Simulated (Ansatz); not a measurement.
Consider the ligand exchange at the Si–C bond: `F[SiH2]C1C=NC1` + `N=C(N)S` → `N=C(S)N[SiH2]F` + `C1=NCC1`.

Program: Ansatz. Geometries: PBE0-D4/def2-TZVP. ΔE: electronic, gas phase. CCSD(T)/CBS is the MP2 limit (def2-TZVPP, def2-QZVPP) plus CCSD(T) − MP2 in def2-TZVPP, frozen cores. DFT in def2-TZVPP. B3LYP here is the variant with VWN-RPA as its local correlation; programs differ in this. Each species was taken in one conformer, which may not be the lowest.

Is it downhill or uphill in electronic energy at CCSD(T)/CBS, and by how much? (An estimate is asked.)

Computed: Downhill: ΔE = -0.69 eV.

What do these levels give: PBE-D4, PBE0-D4, ωB97X-V, B2PLYP, PBE, r2SCAN, B3LYP, HF/def2-TZVPP, MP2/def2-TZVPP, HF/def2-QZVPP, MP2/def2-QZVPP, HF/CBS(def2)? (An estimate is asked.)

Computed: PBE-D4 -0.59, PBE0-D4 -0.63, ωB97X-V -0.67, B2PLYP -0.70, PBE -0.59, r2SCAN -0.66, B3LYP -0.68, HF/def2-TZVPP -0.79, MP2/def2-TZVPP -0.70, HF/def2-QZVPP -0.80, MP2/def2-QZVPP -0.70, HF/CBS(def2) -0.80 eV.

Largest T1 diagnostic among the species: 0.014.

From PBE to PBE0 (25 % exact exchange), in def2-TZVPP and without D4, ΔE moves by −0.04 eV. In def2-TZVPP, CCSD(T) changes the Hartree–Fock value by +0.09 eV (the triples alone add +0.01 eV) and MP2 by +0.09 eV.
